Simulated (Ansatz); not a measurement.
Ligand exchange: B(CH3)(NH2)2 + Zn(NH2)2 → B(NH2)3 + Zn(CH3)(NH2)

Species: B(CH3)(NH2)2, singlet; Zn(NH2)2, singlet; B(NH2)3, singlet; Zn(CH3)(NH2), singlet. The partners trade CH3 for NH2: B–CH3 and Zn–NH2 bonds give way to B–NH2 and Zn–CH3.

Shapes, held fixed at every level: PBE0-D4/def2-TZVP. Programs: Ansatz 0.2.0. Electronic energies: no zero-point or thermal term.

| level | kind | ΔE (kJ/mol) | CPU time (sum over the molecules) |
| --- | --- | --- | --- |
| HF/def2-SVP | Hartree–Fock | -55.1 | – |
| HF/def2-TZVPP | Hartree–Fock | -44.5 | – |
| r2SCAN-D4/def2-TZVPP | meta-GGA | -39.0 | 41 s |
| B3LYP-D4/def2-TZVPP | global hybrid | -40.3 | 37 s |
| BHLYP-D4/def2-TZVPP | global hybrid | -43.2 | 25 s |
| r2SCAN0-D4/def2-TZVPP | global hybrid | -42.1 | 40 s |
| wB97M-V/def2-TZVPP | range-separated hybrid | -41.3 | 91 s |

wB97M-V/def2-TZVPP gives ΔE = -41.3 kJ/mol; the levels span -55.1 to -39.0. The median of the levels is -42.1. No measured value is set beside it here. Relativity is left out for Zn unless named. Times are processor times on shared x86 and Arm servers, and rough.
